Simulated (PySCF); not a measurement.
C3H5BFNO, SMILES C/N=C/B(F)C=O.

Coordinates come from a B3LYP-D3(BJ)/def2-SVP optimisation. The structure was generated by enumeration; whether it is a known compound was not checked. The values are those of a single conformer.

Method: TDA-PBE/def2-SVPD (PySCF 2.14.0).

Vertical excitations.  State labels are in the subgroup Cs.

Computed excitation energies, oscillator strengths and character:
```csv
state,symmetry,energy (eV),λ (nm),f,main pairs
S1,A",1.76,706,0.000,HOMO→LUMO 99 %
S2,A",2.32,534,0.001,HOMO−1→LUMO 98 %
S3,A",3.67,338,0.000,HOMO→LUMO+1 96 %
S4,A",4.31,288,0.001,HOMO−1→LUMO+1 97 %
S5,A',4.51,275,0.163,HOMO−2→LUMO 87 %
S6,A",4.75,261,0.000,HOMO−3→LUMO 99 %
S7,A',5.67,219,0.014,HOMO→LUMO+2 99 %
S8,A",6.12,203,0.000,HOMO−4→LUMO 97 %
S9,A',6.22,199,0.005,"HOMO→LUMO+3 69 %, HOMO−1→LUMO+2 30 %"
S10,A',6.29,197,0.001,"HOMO−1→LUMO+2 67 %, HOMO→LUMO+3 30 %"
T1,A",1.28,965,0,HOMO→LUMO 98 %
T2,A",1.91,649,0,HOMO−1→LUMO 97 %
T3,A",3.32,374,0,HOMO→LUMO+1 98 %
T4,A',3.52,352,0,HOMO−2→LUMO 95 %
```
Triplets are in the Tamm–Dancoff approximation.
